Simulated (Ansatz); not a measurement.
Basis-set extrapolation for C₂H₆BFSi, SMILES `C[C@H]1B[Si@@H]1F` (PBE0-D4/def2-TZVP geometry, frozen core, Ansatz). Multiplicity 1, RHF reference.

```json
{"": "HF", "def2-TZVPP": "-492.348679", "def2-QZVPP": "-492.367179"}
{"": "MP2 correlation", "def2-TZVPP": "-0.818266", "def2-QZVPP": "-0.878975"}
{"": "CCSD(T) correlation", "def2-TZVPP": "-0.893276", "def2-QZVPP": "not run"}
```

Energies in hartree. Use E(X) = E(∞) + A·exp(−7.88·√X) for Hartree–Fock and E(X) = E(∞) + B·X^(−2.97) for correlation, with X = 3 and 4, and add CCSD(T) minus MP2 of the smaller set to the MP2 limit.

**Question.** What is the CCSD(T) energy at the basis-set limit?

**Answer.** HF limit: -492.367179 + (-0.018500) × 0.13774 = -492.36973. MP2 limit: -0.878975 + (-0.060709) × 0.74074 = -0.92394. Higher-order term: -0.893276 − (-0.818266) = -0.07501. Total: -493.36868 hartree, 332.7 kJ/mol below CCSD(T)/def2-TZVPP.
